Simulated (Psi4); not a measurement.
CN, doublet (typed; the unrestricted solution is spin-contaminated), at a GFN2-xTB geometry; MP2/aug-cc-pVDZ (Psi4).

Here is a job for Psi4.
```
memory 2 GB

molecule {
0 2
  C    -0.00000000   -0.00000000   -0.61154216
  N     0.00000000    0.00000000    0.52417899
}

set basis aug-cc-pvdz
set reference uhf
set freeze_core true

energy('mp2')
print_variables()
```

Output, abridged:

```
    SCF Algorithm Type (re)set to DF.

   => Loading Basis Set <=

    Name: AUG-CC-PVDZ
    Role: ORBITAL
    Keyword: BASIS

         ---------------------------------------------------------
                                   SCF
               by Justin Turney, Rob Parrish, Andy Simmonett
                          and Daniel G. A. Smith
                              UHF Reference
         ---------------------------------------------------------

  ==> Geometry <==

    Molecular point group: c2v
    Full point group: C_inf_v

    Geometry (in Angstrom), charge = 0, multiplicity = 2:

       Center              X                  Y                   Z               Mass
    ------------   -----------------  -----------------  -----------------  -----------------
         C            0.000000000000     0.000000000000    -0.611604124541    12.000000000000
         N            0.000000000000     0.000000000000     0.524117025459    14.003074004430

  Running in c2v symmetry.

  Rotational constants: A = ************  B =      2.02243  C =      2.02243 [cm^-1]
  Rotational constants: A = ************  B =  60630.87477  C =  60630.87477 [MHz]
  Nuclear repulsion =   19.569454040844445

  Charge       = 0
  Multiplicity = 2
  Electrons    = 13
  Nalpha       = 7
  Nbeta        = 6

  ==> Algorithm <==

  SCF Algorithm Type is DF.
  DIIS enabled.
  MOM disabled.
  Fractional occupation disabled.
  Guess Type is SAD.
  Energy threshold   = 1.00e-08
  Density threshold  = 1.00e-08
  Integral threshold = 1.00e-12

  ==> Primary Basis <==

  Basis Set: AUG-CC-PVDZ
    Blend: AUG-CC-PVDZ
    Number of shells: 18
    Number of basis functions: 46
    Number of Cartesian functions: 50
    Spherical Harmonics?: true
    Max angular momentum: 2

   => Loading Basis Set <=

    Name: (AUG-CC-PVDZ AUX)
    Role: JKFIT
    Keyword: DF_BASIS_SCF

  ==> Integral Setup <==

  SCF_SUBTYPE=INCORE selected. In-core MEM_DF algorithm will be used.
  Using in-core AOs.

  ==> MemDFJK: Density-Fitted J/K Matrices <==

    J tasked:                   Yes
    K tasked:                   Yes
    wK tasked:                   No
    Algorithm:                 Core
    Schwarz Cutoff:           1E-12
    Mask sparsity (%):       0.0000
    Fitting Condition:        1E-10

   => Auxiliary Basis Set <=

  Basis Set: (AUG-CC-PVDZ AUX)
    Blend: AUG-CC-PVDZ-JKFIT
    Number of shells: 56
    Number of basis functions: 172
    Number of Cartesian functions: 202
    Spherical Harmonics?: true
    Max angular momentum: 3

  Minimum eigenvalue in the overlap matrix is 9.7919610972E-04.
  Reciprocal condition number of the overlap matrix is 2.3080831008E-04.
    Using symmetric orthogonalization.

  ==> Pre-Iterations <==

  SCF Guess: Superposition of Atomic Densities via on-the-fly atomic UHF (no occupation information).

   -------------------------
    Irrep   Nso     Nmo
   -------------------------
     A1        22      22
     A2         4       4
     B1        10      10
     B2        10      10
   -------------------------
    Total      46      46
   -------------------------

  ==> Iterations <==

                           Total Energy        Delta E     RMS |[F,P]|

   @DF-UHF iter SAD:   -91.25432509952969   -9.12543e+01   0.00000e+00
   @DF-UHF iter   1:   -92.12619315014392   -8.71868e-01   1.48531e-02 DIIS/ADIIS
   @DF-UHF iter   2:   -92.13203416298617   -5.84101e-03   1.49492e-02 DIIS/ADIIS
   @DF-UHF iter   3:   -92.20237129006030   -7.03371e-02   1.61697e-03 DIIS/ADIIS
   @DF-UHF iter   4:   -92.20585043688639   -3.47915e-03   9.39289e-04 DIIS/ADIIS
   @DF-UHF iter   5:   -92.20769887679879   -1.84844e-03   8.49643e-04 DIIS/ADIIS
   @DF-UHF iter   6:   -92.21040781360665   -2.70894e-03   7.24418e-04 DIIS/ADIIS
   @DF-UHF iter   7:   -92.21319346769856   -2.78565e-03   5.51068e-04 DIIS/ADIIS
   @DF-UHF iter   8:   -92.21509369856503   -1.90023e-03   2.99382e-04 DIIS/ADIIS
[...]

[...]
      22A1     3.316631

    Final Occupation by Irrep:
             A1    A2    B1    B2
    DOCC [     4,    0,    1,    1 ]
    SOCC [     1,    0,    0,    0 ]
    NA   [     5,    0,    1,    1 ]
    NB   [     4,    0,    1,    1 ]

  @DF-UHF Final Energy:   -92.21566323395619

   => Energetics <=

    Nuclear Repulsion Energy =             19.5694540408444446
    One-Electron Energy =                -163.0541647972534349
    Two-Electron Energy =                  51.2690475224528015
    Total Energy =                        -92.2156632339561781

  UHF NO Occupations:
  HONO-2 :    1 B2 1.9303322
  HONO-1 :    1 B1 1.9303322
  HONO-0 :    5 A1 1.0000000
  LUNO+0 :    2 B1 0.0696678
  LUNO+1 :    2 B2 0.0696678
  LUNO+2 :    6 A1 0.0011650
  LUNO+3 :    7 A1 0.0003686

Computation Completed

Properties will be evaluated at   0.000000,   0.000000,   0.000000 [a0]

Properties computed using the SCF density matrix

 Multipole Moments:

 ------------------------------------------------------------------------------------
     Multipole            Electronic (a.u.)      Nuclear  (a.u.)        Total (a.u.)
 ------------------------------------------------------------------------------------

 L = 1.  Multiply by 2.5417464519 to convert [e a0] to [Debye]
 Dipole X            :          0.0000000            0.0000000            0.0000000
 Dipole Y            :          0.0000000            0.0000000            0.0000000
 Dipole Z            :         -0.8817097           -0.0015223           -0.8832320
 Magnitude           :                                                    0.8832320

 ------------------------------------------------------------------------------------

  //>>>>>>>>>>>>>>>>>>>>>>>>>>>>>>>>>>>//
  //               DFMP2               //
  //<<<<<<<<<<<<<<<<<<<<<<<<<<<<<<<<<<<//

   => Loading Basis Set <=

    Name: (AUG-CC-PVDZ AUX)
    Role: RIFIT
    Keyword: DF_BASIS_MP2

	 --------------------------------------------------------
	                          DF-MP2
	      2nd-Order Density-Fitted Moller-Plesset Theory

	        Rob Parrish, Justin Turney, Andy Simmonett,
	           Ed Hohenstein, and C. David Sherrill
	 --------------------------------------------------------

	 --------------------------------------------------------
	                 NBF =    46, NAUX =   144
	 --------------------------------------------------------
	   CLASS    FOCC     OCC    AOCC    AVIR     VIR    FVIR
	   ALPHA       2       7       5      39      39       0
	    BETA       2       6       4      40      40       0
	 --------------------------------------------------------

	-----------------------------------------------------------
	 ==================> DF-MP2 Energies <====================
	-----------------------------------------------------------
	 Reference Energy          =     -92.2156632339561924 [Eh]
	 Singles Energy            =      -0.0000000000000000 [Eh]
	 Same-Spin Energy          =      -0.0665496356205640 [Eh]
	 Opposite-Spin Energy      =      -0.1692610709811119 [Eh]
	 Correlation Energy        =      -0.2358107066016759 [Eh]
	 Total Energy              =     -92.4514739405578752 [Eh]
	-----------------------------------------------------------
	 ================> DF-SCS-MP2 Energies <==================
	-----------------------------------------------------------
	 SCS Same-Spin Scale       =       0.3333333333333333 [-]
	 SCS Opposite-Spin Scale   =       1.2000000000000000 [-]
	 SCS Same-Spin Energy      =      -0.0221832118735213 [Eh]
	 SCS Opposite-Spin Energy  =      -0.2031132851773342 [Eh]
	 SCS Correlation Energy    =      -0.2252964970508556 [Eh]
	 SCS Total Energy          =     -92.4409597310070410 [Eh]
	-----------------------------------------------------------

  Variable Map:
  ----------------------------------------------------------------------------
[...]
  Array Variable Map:
  ----------------------------------------------------------------------------
[...]
[...]
```
